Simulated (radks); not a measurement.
The nitrogen anion N3-, [Ne], held by a Watson sphere: a shell of charge +3 at radius R that stands for the Madelung well of a crystal (potential energy -3/R inside, -3/r outside, in hartree with lengths in bohr). All-electron calculation, non-relativistic Kohn-Sham, PBEsol, spin-polarised, spherical densities, point nucleus. Program: a radial shooting solver on a logarithmic mesh with Libxc functionals. Response by self-consistent Sternheimer equations with the Hartree and adiabatic LDA kernel. The sphere does not respond.

R (bohr)  e(1s) (eV)  e(2s) (eV)  e(2p) (eV)  <r> 2p (bohr)  sum of <r^2> (bohr^2)  X-ray form factor at sin(theta)/lambda = 0.2 1/angstrom  alpha (bohr^3)
1.65         -375.08     -20.295      -8.788          1.602                  24.45                                                    5.578           13.57
1.87         -375.67     -19.053      -7.943          1.696                  27.27                                                    5.331           17.58
2.22         -376.35     -17.380      -6.761          1.842                  31.95                                                    5.020           26.31
2.45         -376.62     -16.487      -6.092          1.935                  35.17                                                    4.866           34.10
3.34         -376.93     -14.268      -4.223          2.293                  49.22                                                    4.552           87.97
3.54         -376.93     -13.972      -3.932          2.373                  52.80                                                    4.526           107.1
